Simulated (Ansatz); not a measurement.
One change: `O[Si]1([SeH])CO1` becomes `O[Si]1(S)CO1`.

Ansatz, PBE0-D4/def2-TZVP geometries, multiplicity 1. Each molecule was computed in one conformer, which needn't be the lowest.

Scalar relativity is left out up to krypton. Spin–orbit coupling is left out; it splits and shifts lone-pair levels of the heavy atoms by tenths of an eV.

```json
{"property": "size of the dipole moment (PBE/def2-TZVPP) / D", "`O[Si]1([SeH])CO1`": "1.40"}
{"property": "HOMO energy (PBE0/def2-TZVPP) / eV", "`O[Si]1([SeH])CO1`": "-7.21"}
{"property": "LUMO energy (PBE0/def2-TZVPP) / eV", "`O[Si]1([SeH])CO1`": "-0.10"}
{"property": "LUMO energy (ωB97M-V/def2-TZVPP) / eV", "`O[Si]1([SeH])CO1`": "1.63"}
{"property": "HOMO–LUMO gap (B3LYP/def2-TZVPP) / eV", "`O[Si]1([SeH])CO1`": "6.60"}
{"property": "LUMO energy (B3LYP/def2-TZVPP) / eV", "`O[Si]1([SeH])CO1`": "-0.38"}
```

**Question.** Give the same properties after the change, and the shifts. (Estimate.)

**Answer.** The calculation gave: 
| property | `O[Si]1(S)CO1` | shift |
| --- | --- | --- |
| size of the dipole moment (PBE/def2-TZVPP) / D | 1.46 | 0.06 |
| HOMO energy (PBE0/def2-TZVPP) / eV | -7.40 | -0.19 |
| LUMO energy (PBE0/def2-TZVPP) / eV | 0.13 | 0.23 |
| LUMO energy (ωB97M-V/def2-TZVPP) / eV | 1.75 | 0.12 |
| HOMO–LUMO gap (B3LYP/def2-TZVPP) / eV | 6.97 | 0.37 |
| LUMO energy (B3LYP/def2-TZVPP) / eV | -0.21 | 0.17 |

With PBE0 the HOMO falls by 0.19 eV and the LUMO rises by 0.23 eV, so the gap widens by about 0.42 eV. PBE moves the HOMO by -0.12 eV and ωB97M-V by -0.24 eV. Dipoles are sizes alone; their direction can turn.

Positive LUMOs are unbound, so they and the gaps depend on the basis.

B3LYP here is the variant with VWN-RPA as its local correlation; programs differ in this.
